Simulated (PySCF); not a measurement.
Magnetic shielding above rings: a mixed set.

Definitions: NICS(0) = −σiso at the ring centroid; NICS(1) = −σiso and NICS(1)zz = −σzz at ±1 Å along the ring normal z. Level: GIAO PBE0/pcSseg-1 (PySCF, non-relativistic, gas phase) on the PBE0-D3(BJ)/def2-SVP geometries, one conformer each. Atom numbers follow the mapped SMILES.

Question: Order these rings by mean NICS(1)zz, lowest (most negative) first (ppm).
A. ring C3–C4–P5–C6–C7–C8 in `[O:1]=[CH:2][c:3]1[cH:4][p:5][cH:6][cH:7][c:8]1[F:9]`
B. ring C5–C6–Si7–N8–Si9 in `[F:1][C:2]([F:3])([F:4])[C@@H:5]1[CH2:6][SiH2:7][NH:8][SiH2:9]1`
C. ring C1–C2–Si3 in `[CH2:1]1[CH2:2][SiH2:3]1`
D. ring C4–C5–C6–C7–C8–C9 in `[O:1]=[C:2]([O-:3])[c:4]1[cH:5][cH:6][cH:7][cH:8][cH:9]1` (charge -1)

Answer: D (-28.9), A (-24.7), C (-17.3), B (-0.7).

```
                        SMILES                                                      ring  NICS(0)  NICS(1)  NICS(1)zz  HOMA  rms pucker (Å)  ring atoms with four or more neighbours
             O=C([O-])c1ccccc1          6-membered carbocycle; formal bonds all aromatic     -8.8    -11.7      -28.9  0.98            0.00                                        0
                  O=Cc1cpccc1F         6-membered ring with P; formal bonds all aromatic     -8.5    -10.4      -24.7  0.92            0.00                                        0
                    C1C[SiH2]1          3-membered ring with Si; formal bonds all single    -27.6     -8.2      -17.3     –            0.00                                        3
FC(F)(F)[C@@H]1C[SiH2]N[SiH2]1  5-membered ring with N and 2 Si; formal bonds all single     -5.9     -3.2       -0.7     –            0.17                                        4
```

NICS(0) gives another order. The isotropic NICS(1) gives the same order. HOMA uses Krygowski's 1993 parameters; it is left out where a ring has a four-coordinate atom, a triple bond, no multiple bond or a kind of bond without parameters. NICS(1) and NICS(1)zz are means over the two faces.
